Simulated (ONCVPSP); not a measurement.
## u(r) = r·R(r): atom against pseudo-atom (ruthenium)

Columns: radius, all-electron u(r) and pseudo u(r) of the 4d shell (level -18.36 eV) of ruthenium in the configuration [Ar] 3d10 4s2 4p6 4d6.5; LDA (Perdew-Wang 92), scalar-relativistic, ONCV scheme, ONCVPSP 4.0.1.

| r (bohr) | all-electron | pseudo |
| --- | --- | --- |
| 0.115 | -0.2106 | 0.0031 |
| 0.230 | -0.4075 | 0.0234 |
| 0.345 | -0.3084 | 0.0739 |
| 0.460 | -0.0558 | 0.1597 |
| 0.575 | 0.2198 | 0.2774 |
| 0.690 | 0.4548 | 0.4159 |
| 0.805 | 0.6291 | 0.5591 |
| 0.920 | 0.7441 | 0.6896 |
| 1.035 | 0.8093 | 0.7925 |
| 1.150 | 0.8364 | 0.8588 |
| 1.265 | 0.8361 | 0.8863 |
| 1.380 | 0.8172 | 0.8790 |
| 1.495 | 0.7860 | 0.8448 |
| 1.610 | 0.7472 | 0.7935 |
| 1.725 | 0.7040 | 0.7344 |
| 1.840 | 0.6589 | 0.6749 |
| 1.955 | 0.6134 | 0.6196 |
| 2.070 | 0.5686 | 0.5700 |
| 2.185 | 0.5251 | 0.5252 |
| 2.300 | 0.4835 | 0.4835 |
| 2.415 | 0.4440 | 0.4440 |
| 2.530 | 0.4068 | 0.4068 |
| 2.645 | 0.3720 | 0.3720 |
| 2.760 | 0.3395 | 0.3395 |
| 2.875 | 0.3093 | 0.3093 |
| 2.990 | 0.2813 | 0.2813 |

Question: How many radial nodes do the two functions have?

Answer: The all-electron 4d function has n − l − 1 = 1; the pseudo-wave has 0, since the states of the same l below it are removed with the core.

Question: At about which radius was the pseudo-wave matched?

Answer: 2.30 bohr, where the columns begin to agree (steps of 0.12 bohr).

Question: Where does each function peak?

Answer: Outermost all-electron maximum near 1.15 bohr, pseudo maximum near 1.26 bohr (to the table’s step).

Question: Is the pseudo-wave norm-conserving?

Answer: Yes: the ONCV scheme keeps the norm inside the radius equal to the all-electron one, which fixes the energy derivative of the logarithmic derivative at the level.
